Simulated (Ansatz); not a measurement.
Species: C3H4O2, SMILES `C1=COCO1` (charge 0, multiplicity 1).

Question: Give a relaxed geometry from B3LYP-D3(BJ)/def2-TZVP in Ansatz (a program for electronic structure).

Answer: One answer among several that fit: the end point of this relaxation, one of several conformers (outside a Z-matrix the atoms follow the SMILES, hydrogens last).
Z-matrix (Å, degrees):
```
C
C 1 1.3227
H 2 1.0742 1 132.20
H 1 1.0742 2 132.20 3 0.00
O 1 1.3839 4 117.04 2 -180.00
O 2 1.3839 3 117.04 1 -180.00
C 6 1.4301 2 105.59 3 -180.00
H 7 1.0947 6 109.65 2 119.03
H 7 1.0947 8 110.85 5 121.21
```
